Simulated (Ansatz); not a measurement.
Isolated molecules relaxed with PBE0-D4/def2-TZVP in Ansatz; ΔE leaves out vibrations. CCSD(T)/CBS adds triple-zeta CCSD(T) − MP2 to the extrapolated MP2 energy (def2 sets, frozen cores). This one scheme is used for every species. Functionals use def2-TZVPP. B3LYP here is the variant with VWN-RPA as its local correlation; programs differ in this. Triplets are unrestricted, without spin–orbit coupling. One conformer a species, not always the lowest.

`COB(O)O` → `[CH2]` (triplet) + `OB(O)O`  (formal loss of a carbene)

| level | ΔE (kJ/mol) | difference from CCSD(T)/CBS |
| --- | --- | --- |
| PBE-D4 | 388.1 | 8.1 |
| r2SCAN-D4 | 359.6 | -20.4 |
| PBE0-D4 | 378.0 | -2.0 |
| B3LYP-D4 | 378.8 | -1.2 |
| ωB97X-V | 395.8 | 15.8 |
| ωB97M-V | 384.7 | 4.7 |
| B2PLYP | 374.3 | -5.7 |
| PBE | 382.7 | 2.7 |
| r2SCAN | 358.1 | -21.9 |
| PBE0 | 373.4 | -6.6 |
| B3LYP | 370.3 | -9.7 |
| HF/def2-TZVPP | 243.5 | -136.5 |
| MP2/def2-TZVPP | 378.0 | -2.0 |
| SCS-MP2/def2-TZVPP | 383.8 | 3.8 |
| CCSD/def2-TZVPP | 359.9 | -20.1 |
| CCSD(T)/def2-TZVPP | 370.4 | -9.6 |
| HF/def2-QZVPP | 243.9 | -136.1 |
| MP2/def2-QZVPP | 383.6 | 3.6 |
| SCS-MP2/def2-QZVPP | 390.6 | 10.6 |
| HF/CBS(def2) | 244.0 | -136.0 |
| MP2/CBS(def2) | 387.5 | 7.5 |
| CCSD/CBS(def2) | 369.5 | -10.5 |
| CCSD(T)/CBS | 380.0 | 0 |

Largest T1 diagnostic among the species: 0.012.

The D4 term adds +8.5 kJ/mol with B3LYP and +4.6 kJ/mol with PBE0; it sums over pairs of atoms, weighted by their polarisabilities, and B3LYP, whose exchange is more repulsive, gets the larger term. In def2-TZVPP, CCSD(T) changes the Hartree–Fock value by +126.9 kJ/mol (the triples alone add +10.5 kJ/mol) and MP2 by +134.4 kJ/mol.
